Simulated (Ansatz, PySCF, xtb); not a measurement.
Donor–acceptor adduct: AlH3 (SMILES [AlH3]) (first 4 atoms) with H2O (SMILES O); geometry from B3LYP-D3(BJ)/def2-TZVP, rigid monomers moved along the line of their centres of mass till Al1···O5 is 2.86 Å.
(charge 0, multiplicity 1):
```xyz
7

Al    -0.0213     0.2183     0.3257
H      0.6033    -0.9348    -0.5657
H     -1.6083     0.3857     0.3374
H      0.8687     1.5100     0.6192
O      0.1568    -0.8384     2.9794
H     -0.7082    -0.9400     3.3970
H      0.7049    -0.2937     3.5590
```

Interaction energies are E(AB) − E(A) − E(B) at the monomers' geometry in the complex; basis-set methods are counterpoise corrected. Rows marked so take none.

Rows in 3-21G carry no dispersion term and start afresh at each structure.

The values were computed with Ansatz (an electronic-structure program) with Gaussian orbitals; PySCF for 3-21G rows, the dispersion terms; xtb for the GFN methods. 

Q: One of these levels gives -994.3 meV for the interaction energy. Which?
A) GFN2-xTB
B) B3LYP/def2-TZVPPD
C) r2SCAN-D3(BJ)/def2-TZVPPD
D) B3LYP/3-21G (no counterpoise)

A: D, B3LYP/3-21G (no counterpoise). The others give -662.0 (GFN2-xTB), -500.4 (r2SCAN-D3(BJ)/def2-TZVPPD), -419.8 (B3LYP/def2-TZVPPD)
